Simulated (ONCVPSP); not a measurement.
Cd (Z = 48): one change to an ONCV potential, before and after

* Element: cadmium
* Generator: ONCVPSP 4.0.1
* Type: optimised norm-conserving Vanderbilt (ONCV)
* Functional: Wu-Cohen
* Relativity: scalar-relativistic
* Frozen core: [Ar] 3d10
* Valence charge: 20
* Reference configuration: 4s2 4p6 4d10 5s1 (charge +1)
* Partial waves: 4s+5s: rc 1.15 bohr, ncon 3, nbas 8, qcut 9.8 1/bohr, 3 projectors, debl 0.5 Ha; 4p: rc 0.95 bohr, ncon 4, nbas 7, qcut 7.5 1/bohr, 3 projectors, debl 2.7 Ha; 4d: rc 1.20 bohr, ncon 4, nbas 7, qcut 6.8 1/bohr, 2 projectors, debl 1.8 Ha
* Local potential: polynomial inside 0.65 bohr (lpopt 5, dvloc0 3 Ha)
* Core correction: polynomial model core, fcfact 0.75

In the p channel the program set the typed energies aside and used -2.786, 0.250, 2.950 Ha.

Change: local potential polynomial inside 0.65 bohr (lpopt 5, dvloc0 7 Ha).

Cutoffs: the cutoffs (Ha) at which the residual kinetic energy of the hardest occupied pseudo-wave falls to 1 and 0.1 mHa per electron; they do not see the model core or the augmentation charge, which bear on the density cutoff. Errors are all-electron minus pseudo energies relative to the spin-unpolarised reference configuration.

Task: Predict the effect on cutoff, ghosts and configuration errors.

Result: The potential gets neither clearly harder nor softer (142 Ha and 168 Ha → 142 Ha and 168 Ha); both files keep a bound ghost (p); the lowest positive-energy flag moves from s at 30.9 eV to s at 115.0 eV; the errors of the 4 common tests hardly move.

```tsv
quantity	base	changed
cutoff, loose	142 Ha	142 Ha
cutoff, tight	168 Ha	168 Ha
bound ghosts	p	p
GHOST(+) flags under 300 eV	s at 30.9 eV	s at 115.0 eV
error for 4s2 4p6 4d10 5s2, meV [ΔE -9.31 eV]	+1.4	+1.3
error for 4s2 4p6 4d10 5s0, meV [ΔE 17.09 eV]	-3.0	-2.9
error for 4s2 4p6 4d9 5s0, meV [ΔE 55.11 eV]	-6.9	-6.7
error for 4s2 4p6 4d9 5s2, meV [ΔE 8.66 eV]	+0.1	+0.1
s: phases at 1.17 bohr within 0.05 rad from the reference energy up to (Ha; the scan ends near 5)	to the end of the scan	to the end of the scan
p: phases at 0.97 bohr within 0.05 rad from the reference energy up to (Ha; the scan ends near 5)	to the end of the scan	to the end of the scan
d: phases at 1.22 bohr within 0.05 rad from the reference energy up to (Ha; the scan ends near 5)	to the end of the scan	to the end of the scan
rms error of d²Exc/dni dnj with the model core, mHa	0.50	0.50
```

 A true bound ghost makes a file unfit for plane-wave use even where its test errors are small: the radial tests pick states by their node count and pass the ghost by.
